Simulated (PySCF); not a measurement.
Mapped SMILES: `[CH2:1]=[CH:2][C@@H:3]1[CH2:4][CH2:5][C@@H:6]1[CH:7]=[C:8]1[CH2:9][CH2:10]1` (H(Xn): hydrogen on atom n). Ha(C4), Ha(C5) are cis to C2 on the ring; Ha(C1) is cis to C3; Ha(C9), Ha(C10) are pro-R; Hb(C9), Hb(C10) are pro-S; Hb(C4), Hb(C5) are trans to C2 on the ring; Hb(C1) is trans to C3.

No solvent model, single conformer, no relativistic terms. Geometry from GFN2-xTB; GIAO PBE0/pcSseg-1 shieldings; PySCF 2.14.0 with density-fitted response routines.

Chemical shifts δ = σref − σ; 13C (186.93 ppm) against TMS, all at this level.

Question: Do the 13C shifts follow the atomic charges (in e)? Tabulate both.

Answer: 
```csv
atoms,hybridisation,δ (ppm),σ para (ppm),Hirshfeld,IAO,Mulliken,ESP-fitted
C2,sp2,151.4,-219,-0.04,-0.13,-0.12,-0.22
C7,sp2,129.6,-201,-0.05,-0.17,-0.07,-0.78
C8,sp2,129.3,-195,-0.01,-0.01,-0.16,+0.42
C1,sp2,119.6,-187,-0.11,-0.32,-0.13,-0.42
C3,sp3,46.6,-109,-0.02,-0.12,-0.26,+0.07
C6,sp3,44.4,-102,-0.03,-0.11,-0.23,+0.39
C4,sp3,26.5,-93,-0.07,-0.27,-0.13,-0.16
C5,sp3,24.8,-91,-0.07,-0.27,-0.13,-0.23
C9,sp3,5.0,-77,-0.09,-0.30,-0.19,-0.50
C10,sp3,4.3,-72,-0.09,-0.31,-0.20,-0.18
```

Correlation coefficients of δ with charge over these carbons: Hirshfeld +0.33, IAO +0.51, Mulliken +0.54, ESP-fitted -0.07; with the paramagnetic shielding -1.00. Among the 6 sp3 carbons alone: Hirshfeld +0.96, IAO +0.94, Mulliken -0.41, ESP-fitted +0.82. With so few points, grouped by hybridisation, these coefficients are fragile. Charge is one influence among several: hybridisation and low-lying excitations act through the paramagnetic term.

Shifts are as computed. Against solution values, carbons near 30 ppm lie about +3 ppm off and those near 130 ppm about +5 ppm. Of 1211 compounds with measured shifts, 218 miss one by over three times the rms of a fit or turn the order of signals round; such compounds aren't used in these exercises.
